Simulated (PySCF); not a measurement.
Fractional electron number in Os⁻ (osmium, charge -1)

The 5d beta orbital of [Xe] 4f14 5d7 6s2 is emptied in steps (occupation f), with all orbitals relaxed, ending at [Xe] 4f14 5d6 6s2. All numbers are calculated (PySCF 2.14, scalar relativity through the core potential, in aug-cc-pVTZ-PP with ECP60MDF). The exact energy is a straight line in f; departures are measured from the line between the end points of the same method.

```csv
f,LDA (eV),PBE (eV)
1,0.000,0.000
0.9,-0.310,-0.296
0.7,-0.748,-0.713
0.5,-0.915,-0.871
0.3,-0.787,-0.748
0.1,-0.344,-0.326
0,0.000,0.000
```

```csv
method,E(f=0) − E(f=1) (eV),−ε at f=1 (eV),−ε at f=0.5 (eV)
LDA,1.395,-1.990,1.280
PBE,1.272,-1.963,1.169
```

Orbital energy along the path (eV):

| f | LDA | PBE |
| --- | --- | --- |
| 1 | 1.990 | 1.963 |
| 0.9 | 1.419 | 1.411 |
| 0.7 | 0.141 | 0.187 |
| 0.5 | -1.280 | -1.169 |
| 0.3 | -2.808 | -2.622 |
| 0.1 | -4.421 | -4.145 |
| 0 | -5.253 | -4.925 |

At f = 1 the orbital energy is positive for LDA, PBE: only the finite basis holds the electron.

Reference removal energy between the ground levels: 1.078 eV (measured; photodetachment measurements, as compiled on the Wikipedia data page of electron affinities). The calculation has no spin-orbit coupling. The determinant left behind need not be the lowest term of the ion.
